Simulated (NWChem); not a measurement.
Program: NWChem. System: B2Cl3, charge 0, spin multiplicity 2, at a geometry optimised with UPBE0/def2-SVP. The structure started from a generated list of species. Its SCF solution wasn't tested for a lower state. Level: UB3LYP/def2-TZVP, VWN1-RPA local correlation.

Job file:

```
start mol
memory heap 200 mb stack 900 mb global 1100 mb
geometry units angstroms nocenter noautoz
  Cl     0.000000     0.000000     2.723992
  B      0.000000     0.000000     1.040715
  B      0.000000     0.000000    -0.558938
  Cl     1.533692     0.000000    -1.432846
  Cl    -1.533692     0.000000    -1.432846
  symmetry group C2v
end
basis spherical
  * library def2-tzvp
end
dft
  xc b3lyp
  odft
  mult 2
  semidirect memsize 60000000 filesize 0
  iterations 100
end
task dft energy
```

Output (cleaned and shortened):

```
             Northwest Computational Chemistry Package (NWChem) 7.3.0
             --------------------------------------------------------

                                NWChem Input Module
                                -------------------

 Scaling coordinates for geometry "geometry" by  1.889725989
 (inverse scale =  0.529177249)

 Turning off AUTOSYM since
 SYMMETRY directive was detected!

                             Geometry "geometry" -> ""
                             -------------------------

 Output coordinates in angstroms (scale by  1.889725989 to convert to a.u.)

  No.       Tag          Charge          X              Y              Z
 ---- ---------------- ---------- -------------- -------------- --------------
    1 Cl                  17.0000     0.00000000     0.00000000     2.72399200
    2 B                    5.0000     0.00000000     0.00000000     1.04071500
    3 B                    5.0000     0.00000000     0.00000000    -0.55893800
    4 Cl                  17.0000     1.53369200     0.00000000    -1.43284600
    5 Cl                  17.0000    -1.53369200     0.00000000    -1.43284600

 Effective nuclear repulsion energy (a.u.)     249.4554536963

            Nuclear Dipole moment (a.u.)
            ----------------------------
        X                 Y               Z
 ---------------- ---------------- ----------------
     0.0000000000     0.0000000000    -0.0000283459

      Symmetry information
      --------------------

 Group name             C2v
 Group number             16
 Group order               4
 No. of unique centers     4

      Symmetry unique atoms

     1    2    3    4


 Summary of "ao basis" -> "" (spherical)
 ------------------------------------------------------------------------------
       Tag                 Description            Shells   Functions and Types
 ---------------- ------------------------------  ------  ---------------------
 *                         def2-tzvp                  on all atoms

                                 NWChem DFT Module
                                 -----------------
[...]
    beta     71     72     73     74     75     76     78     77     79     80
 overlap   0.999  0.996  0.998  0.981  0.979  1.000  0.993  0.999  0.999  0.997

   alpha     81     82     83     84     85     86     87     88     89     90
    beta     81     82     83     84     85     86     87     88     89     90
 overlap   1.000  1.000  1.000  1.000  0.999  1.000  0.999  1.000  1.000  0.999

   alpha     91     92     93     94     95     96     97     98     99    100
    beta     91     92     93     94     95     96     97     98    100     99
 overlap   0.999  0.999  0.999  0.982  0.987  0.992  0.980  0.965  0.993  0.987

   alpha    101    102    103    104    105    106    107    108    109    110
    beta    101    103    102    105    104    106    108    107    109    110
 overlap   0.958  0.908  0.982  0.917  0.999  1.000  0.982  0.991  1.000  0.997

   alpha    111    112    113    114    115    116    117    118    119    120
    beta    111    112    113    114    115    116    117    118    119    120
 overlap   0.997  0.994  1.000  0.998  0.996  0.997  1.000  0.996  0.999  1.000

   alpha    121    122    123    124    125    126    127    128    129    130
    beta    121    122    123    124    125    126    127    128    129    130
 overlap   0.999  0.999  1.000  0.999  1.000  0.999  1.000  0.999  0.999  1.000

   alpha    131    132    133    134    135    136    137    138    139    140
    beta    131    132    133    134    135    136    137    138    139    140
 overlap   0.999  1.000  1.000  0.999  0.999  0.999  0.999  1.000  0.999  1.000

   alpha    141    142    143    144    145    146    147    148    149    150
    beta    141    142    143    144    145    146    147    148    149    150
 overlap   1.000  0.996  0.995  1.000  1.000  0.999  0.999  1.000  1.000  1.000

   alpha    151    152    153    154    155    156    157    158    159    160
    beta    151    152    153    154    155    156    157    158    159    160
 overlap   1.000  1.000  1.000  1.000  1.000  1.000  1.000  1.000  1.000  1.000

   alpha    161    162    163    164    165    166    167    168    169    170
    beta    161    162    163    164    165    166    167    168    169    170
 overlap   1.000  1.000  1.000  1.000  1.000  1.000  1.000  1.000  1.000  1.000

   alpha    171    172    173
    beta    171    172    173
 overlap   1.000  1.000  1.000

     --------------------------
     Expectation value of S2:
     --------------------------
      <S2> =      0.7528 (Exact =     0.7500)

 center of mass
 --------------
 x =   0.00000000 y =   0.00000000 z =   0.00519529

 moments of inertia (a.u.)
 ------------------
        1494.209924948665           0.000000000000           0.000000000000
           0.000000000000        2081.679421992861           0.000000000000
           0.000000000000           0.000000000000         587.469497044196

     Multipole analysis of the density
     ---------------------------------

     L   x y z        total         alpha         beta         nuclear
     -   - - -        -----         -----         ----         -------
     0   0 0 0     -0.000000    -31.000000    -30.000000     61.000000

     1   1 0 0      0.000000      0.000000      0.000000      0.000000
     1   0 1 0     -0.000000     -0.000000     -0.000000      0.000000
     1   0 0 1      1.012378      0.008013      1.004393     -0.000028

     2   2 0 0    -36.952768   -162.282859   -160.266418    285.596508
     2   1 1 0      0.000000      0.000000      0.000000      0.000000
     2   1 0 1      0.000000      0.000000      0.000000      0.000000
     2   0 2 0    -36.639218    -19.790020    -16.849198      0.000000
     2   0 1 1     -0.000000     -0.000000     -0.000000      0.000000
     2   0 0 2    -34.498668   -382.732676   -376.418391    724.652399

 Task  times  cpu:       15.5s     wall:       15.5s

 Total times  cpu:       15.5s     wall:       15.5s
```
